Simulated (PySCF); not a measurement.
Cl3HSi, SMILES Cl[SiH](Cl)Cl (connectivity only; charge and spin as stated), charge -1, multiplicity 2. Atoms are numbered in the order given.

```xyz
5

Si     0.1444    -0.3246     0.0000
Cl    -0.0300     1.8416     0.0000
Cl    -0.0923    -0.7722    -2.2750
Cl    -0.0923    -0.7722     2.2750
H      1.6287    -0.5089     0.0000
```
Charge -1, spin multiplicity 2.

The structure is a stationary point at B3LYP-D3(BJ)/def2-SVPD. The multiplicity is an assumed one; other spin states were not compared. The isomer is the one that the SMILES or the coordinates give; other isomers of the formula were not compared.

Computed with PBE/def2-TZVPD (PySCF).

Mulliken values depend strongly on the basis, most of all with diffuse functions as here. ESP charges are fitted to the potential on shells at 1.4 to 2.0 van der Waals radii. Atomic charges (e):

```
atom  Mulliken  ESP fit  meta-Löwdin  Mulliken spin
----  --------  -------  -----------  -------------
Si1       0.32     0.26          [?]           0.64
Cl2      -0.35    -0.29          [?]           0.04
Cl3      -0.45    -0.47          [?]           0.13
Cl4      -0.45    -0.47          [?]           0.13
H5       -0.06    -0.04          [?]           0.06
```

Problem. What belongs in the gaps? (An estimate is asked for; the answer gives what the named calculation found.)

Solution. 
- Si1, meta-Löwdin: 0.47
- Cl2, meta-Löwdin: -0.38
- Cl3, meta-Löwdin: -0.49
- Cl4, meta-Löwdin: -0.49
- H5, meta-Löwdin: -0.11
